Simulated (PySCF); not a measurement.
Mn(O)2(OH)3 (H3MnO5), SMILES [OH][Mn](=[O])([OH])([OH])=[O], multiplicity 1. Atoms are numbered in the order given.

```xyz
9

Mn     0.0985    -0.1028     0.0972
O      1.3343    -0.8128    -0.4783
O      0.3849     0.4679     1.5169
O     -1.1821     0.1630    -1.1708
H     -1.0377     1.0889    -1.4439
O     -1.0274    -1.4053     0.5186
H     -1.7381    -1.4176    -0.1481
O      0.4341     1.6750    -0.5200
H      0.7631     2.1966     0.2305
```
Charge 0, spin multiplicity 1.

The structure is a stationary point at B3LYP-D3(BJ)/def2-SVP. The spin state was assumed, not searched. Other conformers were not sampled.

The numbers are results of PBE0/def2-TZVP run with PySCF, not measurements.

ESP charges are fitted to the potential on shells at 1.4 to 2.0 van der Waals radii. Atomic charges (e):

```tsv
atom	ESP fit	Mulliken
Mn1	0.64	1.04
O2	-0.11	-0.30
O3	-0.16	-0.34
O4	-0.57	-0.50
H5	0.43	0.36
O6	-0.44	-0.45
H7	0.41	0.36
O8	-0.59	-0.51
H9	0.40	0.34
```
